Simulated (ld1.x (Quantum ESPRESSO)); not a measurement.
# Ge PAW: all-electron and pseudo phase curves

- Element: germanium
- Generator: ld1.x (Quantum ESPRESSO) 7.5
- Type: PAW
- Functional: LDA (PZ)
- Relativity: scalar-relativistic
- Frozen core: [Ar]
- Valence charge: 14
- Reference configuration: 3d10 4s2 4p2
- Partial waves: 4s (bound): rcut 1.60, rcutus 1.85 bohr; 4s channel at -0.2 Ry: rcut 1.60, rcutus 1.85 bohr; 4p (bound): rcut 1.45, rcutus 1.80 bohr; 4p channel at 0.55 Ry: rcut 1.45, rcutus 1.80 bohr; 3d (bound): rcut 0.80, rcutus 1.10 bohr; 3d channel at 0.4 Ry: rcut 0.80, rcutus 1.10 bohr
- Local potential: all-electron potential smoothed inside 0.90 bohr (lloc = -1)
- Core correction: Bessel-smoothed model core, default radius (core density twice the valence density)
- Augmentation charge: BG, radius 0.85 bohr

The phase is arctan(r·u′/u) with u = r·R(r), unwrapped; energies in Ry, scanned from -4 to 5 Ry. A pole is an energy at which the radial function vanishes at the test radius. The pseudo phase is shifted by a multiple of π to meet the all-electron one at the reference energy, and phase errors are pseudo minus all-electron; the curves can meet again beyond the range given. Levels narrower than the energy grid can be missing from the lists of poles.

```
channel  radius (bohr)  reference energy (Ry)  poles, all-electron  poles, pseudo  unbroken range about the reference energy with phases within 0.05 rad  phase error 1 Ry above the reference energy (rad)
      s           2.00                  -0.88                 2.10           2.09                                                        the whole range                                             -0.000
      p           2.00                  -0.30                 3.64     2.39, 3.76                                                              below 2.3                                             -0.000
      d           2.00                  -2.17                -2.06          -2.06                                                        the whole range                                             +0.000
```

Note: ghost state, extra bound levels that the all-electron valence spectrum of the same l lacks: s at -321.6 eV. A true bound ghost makes a file unfit for plane-wave use.

Phases in the p channel:

```tsv
E (Ry)	all-electron	pseudo
-4.00	1.283	1.282
-3.52	1.258	1.258
-3.04	1.226	1.226
-2.56	1.184	1.183
-2.08	1.125	1.124
-1.60	1.036	1.035
-1.12	0.889	0.889
-0.64	0.619	0.619
-0.16	0.102	0.102
0.32	-0.566	-0.566
0.80	-1.002	-1.002
1.28	-1.227	-1.228
1.76	-1.355	-1.357
2.24	-1.436	-1.451
2.72	-1.494	-4.621
3.20	-1.538	-4.671
3.68	-1.574	-4.707
4.16	-1.605	-4.738
4.64	-1.633	-4.765
```
